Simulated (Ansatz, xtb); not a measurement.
# C5H5NO2Si: which of two isomers lies lower

Structure a: `N#CC1=COC=C[Si@@H]1O`, a singlet. Structure b: `N#C[Si@H](O)c1ccco1`, a singlet. Both are isolated molecules in the gas phase, relaxed with PBE0-D3(BJ)/def2-SVP; the shapes shown needn't be the lowest conformers.

a (Å):

```yaml
atoms:
  - { symbol: C, position_ang: [0.3501, -0.9358, 1.3188] }
  - { symbol: C, position_ang: [-0.4386, -0.0664, 0.5158] }
  - { symbol: C, position_ang: [-1.5318, -0.5773, -0.1024] }
  - { symbol: C, position_ang: [-2.3042, 1.3973, -1.1812] }
  - { symbol: C, position_ang: [-1.3633, 2.2615, -0.7724] }
  - { symbol: N, position_ang: [1.0363, -1.5918, 1.9884] }
  - { symbol: O, position_ang: [-2.3936, 0.0764, -0.8840] }
  - { symbol: O, position_ang: [1.4756, 1.9006, -0.5724] }
  - { symbol: Si, position_ang: [0.0545, 1.7210, 0.2701] }
  - { symbol: H, position_ang: [-1.8288, -1.6260, -0.0084] }
  - { symbol: H, position_ang: [-3.1450, 1.6692, -1.8249] }
  - { symbol: H, position_ang: [-1.4854, 3.2873, -1.1318] }
  - { symbol: H, position_ang: [0.1901, 2.4229, 1.5793] }
  - { symbol: H, position_ang: [2.2878, 1.9553, -0.0604] }
```

b (Å):

```xyz
14

C    -0.1948   -2.3718   -0.9908
C     0.3386    0.4638   -0.6841
C     0.3087    0.6945   -2.0385
C     0.6400    2.0667   -2.2283
C     0.8471    2.5716   -0.9765
N    -0.3498   -3.1688   -1.8188
O    -1.3142   -0.9925    1.2900
O     0.6699    1.6235   -0.0460
Si    0.0230   -1.0577    0.3203
H     1.1390   -1.4465    1.2088
H    -2.1371   -0.6859    0.8965
H     0.0793   -0.0445   -2.8046
H     0.7170    2.6082   -3.1683
H     1.1187    3.5595   -0.6113
```

Question: Which of the two would you expect CCSD(T)/def2-SVP + ΔMP2/def2-TZVPP electronic energies to favour?

Answer: Structure b; the calculation gives E(b) − E(a) = −46.2 kJ/mol.

How the difference moves with the method:

| level | geometry | E(b) − E(a) (kJ/mol) | departure from the last row (kJ/mol) | job, with rough time for the two |
| --- | --- | --- | --- | --- |
| PBE0-D3(BJ)/def2-SVP | PBE0-D3(BJ)/def2-SVP | −32.4 | +13.8 | optimisation, 97 s |
| HF/def2-SVP | PBE0-D3(BJ)/def2-SVP | −31.6 | +14.6 | part of the CCSD(T) run |
| MP2/def2-SVP | PBE0-D3(BJ)/def2-SVP | −55.1 | −8.9 | part of the CCSD(T) run |
| CCSD(T)/def2-SVP | PBE0-D3(BJ)/def2-SVP | −42.1 | +4.1 | single point |
| CCSD(T)/def2-SVP + ΔMP2/def2-TZVPP | PBE0-D3(BJ)/def2-SVP | −46.2 |  | single point, 1.8 min |

As drawn, b has 3 C∷C, 2 C∷O in place of 1 C–C, 2 C=C, 2 C–O (∷ is an aromatic bond). Structure a has a 6-membered ring, b a 5-membered ring (with an aromatic ring).

The levels shown agree on the order. The largest departure from CCSD(T)/def2-SVP + ΔMP2/def2-TZVPP is that of HF/def2-SVP, 14.6 kJ/mol. Levels run at GFN2-xTB geometries aren't shown. The last row adds to CCSD(T) the change of the MP2 difference between the two basis sets, here −4.1 kJ/mol.

With thermal terms from frequencies at re-optimised GFN2-xTB minima (ideal gas, soft modes damped towards free rotors, one conformer each, 298.15 K, 1 atm): the zero-point term adds −0.2 kJ/mol; ΔH is −45.1 and ΔG −49.8 kJ/mol.

The correlated steps freeze 13 core orbitals. Run with Ansatz 0.2.0, xtb 6.7.1; the last row on 4 threads of Arm Neoverse V2 on a shared host.
